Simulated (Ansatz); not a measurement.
The first iterations of a band of Cl + F2H2Si (6 atoms, charge 0, multiplicity 2).

Computed with Ansatz, UHF/def2-SVP.

| Quantity | Value |
| --- | --- |
| movable images | 9 |
| climbing image | yes |
| spring | 5.0 eV/Å² |
| optimiser | quadratic models (default) |
| start path | through a guess of the saddle point |
| force threshold | 0.05 eV/Å |
| iteration limit | 60 |
| end points | relaxed |

Image 0:

```xyz
6
Properties=species:S:1:pos:R:3
Si -0.009 0.016 -0.204
H 0.034 -0.059 1.257
F 1.487 -0.004 -0.764
H -0.692 1.199 -0.727
F -0.739 -1.289 -0.765
Cl -0.018 0.031 4.748
```

Image 10:

```xyz
6
Properties=species:S:1:pos:R:3
Si 0.102 -0.178 -0.558
H 0.315 -0.549 3.892
F 1.377 0.184 -1.463
H -0.618 1.071 -0.246
F -0.847 -1.098 -1.467
Cl -0.266 0.464 3.387
```

| iteration | highest image above the first end (eV) | largest band force component (eV/Å) |
| --- | --- | --- |
| 1 | 12.003 | 58.792 |
| 2 | 1.246 | 5.886 |
| 3 | 1.008 | 3.927 |
| 4 | 1.796 | 5.575 |
| 5 | 0.916 | 1.232 |

Task: Does the band converge within its limit, and where does its top end?

Result: The forces met the threshold. It ended after 16 iterations with the highest image 0.869 eV above the first end. A vibrational analysis at the climbing image gives one clearly imaginary mode, 1628i cm⁻¹: a first-order saddle point.

Run time: 5.9 min on 1 thread of AMD EPYC 7R43 64-Core Processor (Zen 3) (shared host), peak memory 0.23 GiB.
